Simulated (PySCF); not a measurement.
H$_{5}$PSi, charge +1, doublet, at a GFN2-xTB geometry (a state made from the parent by changing its charge; the spin is typed, not shown lowest). Base run: PySCF with PBE0/STO-3G.

Here is a job for PySCF.
```python
from pyscf import gto, scf, dft

mol = gto.M(
    atom='''
Si   -1.19553190    0.13092631    0.11594985
P     1.14738417   -0.11087790   -0.17090010
H    -1.66185324   -0.91776619   -0.78486695
H    -1.35575298    1.51775643   -0.30773847
H    -1.30606733   -0.13546430    1.55078051
H     1.79188379   -1.32956783   -0.01463819
H     2.05847381    0.69524216    0.49666658
''',
    basis='sto-3g',
    charge=1,
    spin=1,
    verbose=4,
)

mf = dft.UKS(mol)
mf.xc = 'pbe0'
mf.kernel()
mo_i, mo_e, stable_i, stable_e = mf.stability(internal=True, external=False, return_status=True, nroots=6, tol=1e-6)
print('internally stable:', stable_i, ' externally stable:', stable_e)
if not stable_i:
    umf = mf.copy()
    umf.scf_summary = {}
    umf.kernel(umf.make_rdm1(mo_i, mf.mo_occ))
```

The bond that is stretched is that between atoms 4 and 1. A test that says stable can miss a lower solution.

Each row names what was changed in the base input (with any setting that the change needs).

```json
[
 {"change": "base", "ΔE vs base (kcal/mol)": "0.000", "<S^2>": "0.752", "E after following the instability (Eh)": "-", "<S^2> there": "-", "stability test says": "internally stable (external not tested)"},
 {"change": "bond × 1.25", "ΔE vs base (kcal/mol)": "27.74", "<S^2>": "0.753", "E after following the instability (Eh)": "-", "<S^2> there": "-", "stability test says": "internally stable (external not tested)"},
 {"change": "bond × 1.5", "ΔE vs base (kcal/mol)": "72.6", "<S^2>": "0.753", "E after following the instability (Eh)": "-", "<S^2> there": "-", "stability test says": "internally stable (external not tested)"},
 {"change": "bond × 1.8", "ΔE vs base (kcal/mol)": "119.6", "<S^2>": "0.753", "E after following the instability (Eh)": "-625.95624", "<S^2> there": "1.44", "stability test says": "internal instability"},
 {"change": "bond × 2.2", "ΔE vs base (kcal/mol)": "158.8", "<S^2>": "0.753", "E after following the instability (Eh)": "-625.94048", "<S^2> there": "1.71", "stability test says": "internal instability"},
 {"change": "bond × 3.0", "ΔE vs base (kcal/mol)": "120.7", "<S^2>": "1.748", "E after following the instability (Eh)": "-", "<S^2> there": "-", "stability test says": "internally stable (external not tested)"}
]
```

On stretching, the SCF can end on different states; <S^2> shows the spin contamination of each.
